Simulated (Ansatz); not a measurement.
Two members of one family (Series SiH2MeX), computed with Ansatz in the gas phase. The two geometries come from different levels. Binding counts from free atoms in the multiplicity of their measured ground term, without zero-point energy. A dash marks a value that wasn't run or was left out as unsound. The structures are stationary points that may keep the symmetry of their start. Remarks come from the PBE and PBE0 runs and from stability tests at other levels; not every state was tested. HOMO above LUMO (over both spins in singlets and doublets, within one spin in higher multiplets; at PBE or PBE0), or a gap under 0.15 eV within one spin, warns that the state may not be the lowest or that an electron is smeared out.

First: SiH2Me(NCO) (singlet, charge 0, PBE-D4/def2-SVP geometry).

```xyz
10

Si   -0.769   -0.276    0.099
H    -1.141   -1.677    0.501
H    -2.013    0.565    0.045
C     0.124   -0.266   -1.554
H    -0.532   -0.685   -2.346
H     1.047   -0.877   -1.508
H     0.402    0.766   -1.846
N     0.267    0.376    1.329
C     0.964    0.820    2.211
O     1.652    1.255    3.070
```

| level | HOMO (eV) | LUMO (eV) | gap (eV) | vertical IE (eV) | vertical triplet (eV) | binding per atom (eV) |
| --- | --- | --- | --- | --- | --- | --- |
| PBE-D4/def2-TZVP | -7.11 | -0.55 | 6.56 | 10.14 | 6.21 | 4.34 |
| PBE-D4/def2-TZVPD | -7.14 | -0.80 | 6.35 | – | – | 4.34 |
| r2SCAN-D4/def2-TZVP | -7.42 | -0.16 | 7.26 | 10.28 | 6.34 | 4.23 |
| B97M-V/def2-TZVP | -7.47 | -0.30 | 7.17 | – | – | 4.22 |
| PBE0-D4/def2-SVP | -8.35 | 0.69 | 9.04 | – | – | 4.25 |

Remarks: gap within one spin near zero at PBE or PBE0 (+1 doublet).

Second: SiH2Me(SiH3) (singlet, charge 0, r2SCAN-D4/def2-SVP geometry).

```tsv
atom	x (Å)	y (Å)	z (Å)
Si1	-0.5963	0.5939	0.2249
H2	-0.8562	1.0735	1.6206
H3	-1.2436	1.5679	-0.7118
C4	-1.3231	-1.1294	-0.0213
H5	-2.4089	-1.1271	0.1672
H6	-0.8617	-1.8553	0.6660
H7	-1.1590	-1.4834	-1.0507
Si8	1.7211	0.5966	-0.1582
H9	2.4087	-0.3156	0.8093
H10	2.2990	1.9679	-0.0043
H11	2.0198	0.1111	-1.5417
```

**Question.** Estimate the same table for the second.

**Answer.** 
| level | HOMO (eV) | LUMO (eV) | gap (eV) | vertical IE (eV) | vertical triplet (eV) | binding per atom (eV) |
| --- | --- | --- | --- | --- | --- | --- |
| PBE-D4/def2-TZVP | -6.91 | -0.68 | 6.22 | 9.87 | 5.80 | 3.28 |
| PBE-D4/def2-TZVPD | -6.92 | -0.85 | 6.06 | – | – | 3.28 |
| r2SCAN-D4/def2-TZVP | -7.16 | -0.35 | 6.81 | 9.95 | 5.90 | 3.30 |
| B97M-V/def2-TZVP | -7.28 | -0.66 | 6.62 | – | – | 3.32 |
| PBE0-D4/def2-SVP | -8.07 | 0.44 | 8.51 | – | – | 3.27 |
